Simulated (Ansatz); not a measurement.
Reaction (redistribution): `N[SiH](Cl)[GeH3]` + `BS[SiH3]` → `B[S][GeH3]` + `N[SiH]([SiH3])Cl`

Gas-phase electronic energies from Ansatz, PBE0-D4/def2-TZVP geometries. CCSD(T)/CBS adds triple-zeta CCSD(T) − MP2 to the extrapolated MP2 energy (def2 sets, frozen cores). Functionals use def2-TZVPP. For Ge outer-core shells are correlated without core-valence functions, which leaves a few kJ/mol of doubt a bond. Scalar relativity is left out up to krypton. One conformer a species, not always the lowest.

```
           species  PBE energy (Eh)
`N[SiH](Cl)[GeH3]`      -2884.45862
        `BS[SiH3]`       -715.21677
      `B[S][GeH3]`      -2502.55064
`N[SiH]([SiH3])Cl`      -1097.11743
```

**Question.** Work out ΔE.

**Answer.** ΔE = (-2502.55064) + (-1097.11743) − (-2884.45862) − (-715.21677) = 0.00732 Eh = +0.20 eV. CCSD(T)/CBS gives +0.26 eV.

Largest T1 diagnostic among the species: 0.014.
